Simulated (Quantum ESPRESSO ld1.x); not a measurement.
The numbers below are computed, except where a source is named.
All-electron atom: K12+ in [He] 2s2 2p3. Level of theory: non-relativistic Kohn-Sham, PW91, spin-unpolarised, spherical densities, point nucleus (ld1.x of Quantum ESPRESSO 7.5). Some entries of the table are withheld. Estimate them.

orbital  occ.  eigenvalue (Ry)  r(max) (bohr)
1s          2              (1)          0.053
2s          2         -53.6077            (2)
2p          3         -49.4911            (3)

Answer. 
(1) 1s eigenvalue (Ry): -292.370
(2) 2s r(max) (bohr): 0.306
(3) 2p r(max) (bohr): 0.246
